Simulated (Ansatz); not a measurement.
Frontier orbitals of AlAsH4S.

Z-matrix (Å, degrees):
```
Al
S 1 2.427
As 1 2.465 2 57.7
H 1 1.583 2 108.8 3 112.1
H 1 1.582 2 107.5 3 -108.9
H 2 1.343 1 95.0 3 -95.7
H 3 1.524 1 91.9 2 90.7
```

Total charge 0; spin multiplicity 1. Correlated methods include outer-core shells of As, which these sets cover unevenly. Scalar relativity is left out up to krypton. The bonds changed during the relaxation, so this is another structure than the one it started from. The structure was optimised at the PBE0-D4/def2-TZVP level. It is one conformer, not always the lowest. Basis def2-TZVPP, the Gaussian-basis code of Ansatz.

```
functional  HOMO (eV)  LUMO (eV)
    B97M-V      -5.99      -2.34
```

Problem. Give HOMO and LUMO (eV) with LDA (SPW92), PBE, revPBE, BLYP, r2SCAN, PBE0, B3LYP, r2SCANh, r2SCAN0, HSE06 (plane-wave form), BHLYP, CAM-B3LYP, LC-ωPBE, ωB97X-V, ωB97M-V, HF. (Estimate.)

Solution. The calculation gave: 
| functional | HOMO | LUMO |
| --- | --- | --- |
| LDA (SPW92) | -5.84 | -2.79 |
| PBE | -5.70 | -2.58 |
| revPBE | -5.65 | -2.49 |
| BLYP | -5.52 | -2.45 |
| r2SCAN | -5.94 | -2.44 |
| PBE0 | -6.71 | -1.71 |
| B3LYP | -6.49 | -1.92 |
| r2SCANh | -6.31 | -2.12 |
| r2SCAN0 | -6.86 | -1.64 |
| HSE06 (plane-wave form) | -6.33 | -2.09 |
| BHLYP | -7.56 | -0.75 |
| CAM-B3LYP | -7.90 | -0.64 |
| LC-ωPBE | -9.20 | 0.49 |
| ωB97X-V | -8.88 | 0.38 |
| ωB97M-V | -8.70 | 0.24 |
| HF | -8.93 | 1.61 |

B3LYP here is the variant with VWN-RPA as its local correlation; programs differ in this. LC-ωPBE has ω = 0.4 bohr⁻¹. Positive LUMOs are unbound and depend on the basis.
